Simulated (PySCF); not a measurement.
Mg(OSiH3)2 (H6MgO2Si2), SMILES [SiH3][O][Mg][O][SiH3]. Atoms are numbered in the order given.

```xyz
11

Mg     0.0000     0.0000     0.0000
O      0.0000     0.0000     1.7922
Si     0.0000     0.0000     3.4298
H     -0.5185     1.2976     3.9733
H      1.3830    -0.1998     3.9733
H     -0.8645    -1.0978     3.9733
O      0.0000     0.0000    -1.7922
Si     0.0000     0.0000    -3.4298
H     -0.5185    -1.2976    -3.9733
H      1.3830     0.1998    -3.9733
H     -0.8645     1.0978    -3.9733
```
Charge 0, spin multiplicity 1.

The structure is a stationary point at PBE0-D3(BJ)/def2-SVP. The structure was generated by enumeration; whether it is a known compound was not checked. The values are those of a single conformer.

Computed with B3LYP/pcSseg-1 (PySCF).

GIAO shieldings, no solvent; atoms alike by connectivity are averaged. δ = σ(ref) − σ: ¹⁷O against H2O (σ = 333.8 ppm); ²⁹Si against TMS (σ = 338.7 ppm); ¹H against TMS (σ = 31.68 ppm), references at their B3LYP-D3(BJ)/def2-TZVP geometries, non-relativistic.

```csv
atoms,nucleus,count,δ (ppm)
"O2, O7",¹⁷O,2,-27.9
"Si3, Si8",²⁹Si,2,-47.9
"H4, H5, H6, H9, H10, H11",¹H,6,…
```

Problem. Fill in the missing entries. (The exact figures need the calculation; the answer reports its results.)

Solution. 
- H4, H5, H6, H9, H10, H11, δ (ppm): 5.34
